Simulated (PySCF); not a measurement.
Species: CH8OSSi2.
Structure used (GFN2-xTB), in Å, numbered top down from 1:
```xyz
13
CH8OSSi2 angstrom
C     -2.1566   -0.1317   -0.6882
S     -1.1032   -1.4946   -0.1170
Si     0.4270   -0.3363    0.8922
O      1.4794   -1.4059    1.5093
Si     1.6807    0.9905   -0.5165
H     -2.4907    0.4532    0.1635
H     -3.0089   -0.5761   -1.1913
H     -1.6009    0.4924   -1.3816
H     -0.3205    0.2993    1.9873
H      1.2049   -2.2520    1.8559
H      2.4167    0.2375   -1.5358
H      0.8225    1.9396   -1.2406
H      2.6454    1.7845    0.2450
```

Vertical excitations from PySCF (density fitting, frozen core in the response, grid level 2 and gas phase unless stated; continuum runs use non-equilibrium linear response for the excitations) on a GFN2-xTB geometry. Reference run:

```
                              settings    S1, eV (f)    S2, eV (f)    S3, eV (f)    S4, eV (f)    S5, eV (f)    S6, eV (f)  T1, eV (Tamm–Dancoff)  mean α (au)
PBE0/def2-SVPD, full TDDFT, 6 singlets  4.72 (0.008)  5.33 (0.006)  6.18 (0.045)  6.33 (0.009)  6.36 (0.024)  6.41 (0.019)                   4.42         94.3
```

**Question.** What do these settings give: mPW1PW91/pcSseg-0, full TDDFT, 3 singlets?

**Answer.** 
```csv
settings,"S1, eV (f)","S2, eV (f)","S3, eV (f)","S4, eV (f)","S5, eV (f)","S6, eV (f)","T1, eV (Tamm–Dancoff)",mean α (au)
"mPW1PW91/pcSseg-0, full TDDFT, 3 singlets",5.02 (0.016),5.89 (0.008),6.58 (0.039),–,–,–,4.73,76.5
```

S1 moves by +0.30 eV; functional and basis change together, so the shift can't be laid on one. States are counted by energy in each run and needn't keep their character from row to row.

**Question.** Give the leading configurations of S1 (H = HOMO, L = LUMO) and the HOMO–LUMO gap of each run.

**Answer.** 
```json
{"settings": "PBE0/def2-SVPD, full TDDFT, 6 singlets", "S1 configurations (weight)": "H→L 0.97", "S1 (eV)": "4.72", "orbital gap (eV)": "6.05", "S1 − gap (eV)": "-1.33"}
{"settings": "mPW1PW91/pcSseg-0, full TDDFT, 3 singlets", "S1 configurations (weight)": "H→L 0.98", "S1 (eV)": "5.02", "orbital gap (eV)": "6.34", "S1 − gap (eV)": "-1.32"}
```

One conformer stands for the species.
